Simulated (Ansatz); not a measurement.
Spectroscopic constants of SnS, closed-shell singlet (the spin of the measured ground state). No spin–orbit coupling.

The constants come from a fifth-degree fit in 1/R (seven points, main isotopes). Runs in def2 and cc sets follow the lowest solution found near the PBE0 minimum. The singlet is held restricted.

Correlated levels freeze the inner cores; with def2 sets outer-core shells near the valence are correlated too. CBS(a, b) extrapolates the correlation energy as X⁻³ and adds the Hartree–Fock energy of set b.

The values were computed with Ansatz (a quantum-chemistry and plane-wave program). Values without a source in brackets are computed. In def2 rows elements past Kr take small-core potentials, without spin–orbit coupling.

Quantity: ω_e, from seven points a level.

Costs are ratios of core time to PBE/def2-TZVPP (roughly 6 s), for whole runs (searches for the state included, and forces where a run took them) on one shared machine, so rough; each error counts from the measured 487.26 cm⁻¹ [Huber and Herzberg (1979), NIST Chemistry WebBook].

```
level                                basis functions  cost
-----------------------------------  ---------------  ----
SVWN5/def2-TZVPP                                  92  ×0.7
PBE/def2-TZVPP                                    92    ×1
B3LYP/def2-TZVPP                                  92    ×1
PBE0/def2-TZVPP                                   92    ×2
r2SCAN/def2-TZVPP                                 92    ×2
BHLYP/def2-TZVPP                                  92    ×2
B97M-V/def2-TZVPP                                 92    ×3
wB97X-V/def2-TZVPP                                92    ×3
wB97M-V/def2-TZVPP                                92    ×4
CCSD(T)/def2-TZVPP                                92    ×5
CCSD(T)/def2-QZVPP                               152   ×20
CCSD(T)/CBS(def2-TZVPP, def2-QZVPP)                -   ×20
```

Q: Which is the cheapest listed level whose error stays within 5 cm⁻¹?

A: SVWN5/def2-TZVPP (1 cm⁻¹, cost ×0.7).

Q: What does the step from CCSD(T)/def2-TZVPP to CCSD(T)/def2-QZVPP cost and buy?

A: 92 to 152 functions, cost ×3 (rough); the error goes from 0 to 3 cm⁻¹.

Each error (cm⁻¹): SVWN5/def2-TZVPP 1; PBE/def2-TZVPP -16; B3LYP/def2-TZVPP -3; PBE0/def2-TZVPP 16; r2SCAN/def2-TZVPP 6; BHLYP/def2-TZVPP 30; B97M-V/def2-TZVPP 5; wB97X-V/def2-TZVPP 42; wB97M-V/def2-TZVPP 36; CCSD(T)/def2-TZVPP 0; CCSD(T)/def2-QZVPP 3; CCSD(T)/CBS(def2-TZVPP, def2-QZVPP) 7.
